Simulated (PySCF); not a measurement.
## Rotational lines of SiPd

Lines J+1 ← J of the vibrational ground state, computed from RHF-CCSD(T) constants of SiPd, ¹Σ⁺ (singlet), closed shell (basis Si def2-TZVPP, Pd def2-TZVPP with ECP28; scalar-relativistic core potentials; PySCF 2.14; masses 27.9769 and 105.9035 u), in MHz:

```tsv
J	ν (MHz)
5	62925.6
6	73412.2
7	83898.4
8	94384.2
9	104869.3
```

**Question.** Find B0 and the effective bond length r0; with αe = 0.000779 cm⁻¹, find Re.

**Answer.** ν = 2B0(J+1) − 4D(J+1)³ gives B0 = 0.17492 cm⁻¹. With the reduced mass μred = 22.131 u, r0 = √(16.8576/(μred·B0)) (u, cm⁻¹, Å) = 2.0868 Å. Be = B0 + αe/2 = 0.17531 cm⁻¹ gives Re = 2.084 Å.

Correlated steps freeze 5 core orbitals. Spin–orbit coupling is left out, which matters for elements this heavy, above all for dissociation energies. Where the molecule has an RHF reference, its open-shell atoms are computed with UHF. The CCSD T1 diagnostic is raised, a sign that a single reference may not be enough here.
